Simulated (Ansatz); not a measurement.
C2H3AlClNO (`[CH3][Al]([Cl])[N]=C=O`), relaxed with RKS PBE0-D4/def2-TZVP in Ansatz 0.2.0 from a PBE-D4/def2-SVP geometry. The force threshold is 0.005 eV/Å; the program also tests the step.

Charge 0, multiplicity 1.

Start:

```xyz
9

C     0.499   -1.357   -0.954
Al    0.467   -0.127    0.547
Cl    1.743   -0.328    2.219
N    -0.659    1.258    0.587
C    -1.403    2.214    0.668
O    -2.132    3.142    0.736
H     0.752   -0.818   -1.890
H     1.236   -2.171   -0.809
H    -0.503   -1.813   -1.104
```

```csv
step,energy (eV),largest force (eV/Å),largest move (Å)
1,-24772.6941,1.471,0.000
2,-24772.7499,0.177,0.039
3,-24772.7527,0.082,0.009
4,-24772.7528,0.009,0.002
5,-24772.7528,0.030,0.006
6,-24772.7529,0.021,0.009
7,-24772.7530,0.071,0.031
8,-24772.7530,0.033,0.004
9,-24772.7532,0.004,0.016
10 (rejected),-24772.7532,0.059,0.032
11,-24772.7532,0.007,0.015
12 (rejected),-24772.7532,0.031,0.017
13,-24772.7532,0.002,0.009
14 (rejected),-24772.7532,0.010,0.006
15,-24772.7532,0.002,0.003
```

End:

```xyz
9

C     0.502   -1.357   -0.949
Al    0.443   -0.116    0.524
Cl    1.691   -0.285    2.192
N    -0.684    1.240    0.529
C    -1.386    2.197    0.674
O    -2.076    3.127    0.800
H     0.757   -0.837   -1.877
H     1.232   -2.152   -0.790
H    -0.479   -1.816   -1.103
```

Hardware: 4 threads of an Arm Neoverse V1 on a shared host. Wall time 60 s, peak host memory 0.59 GiB.
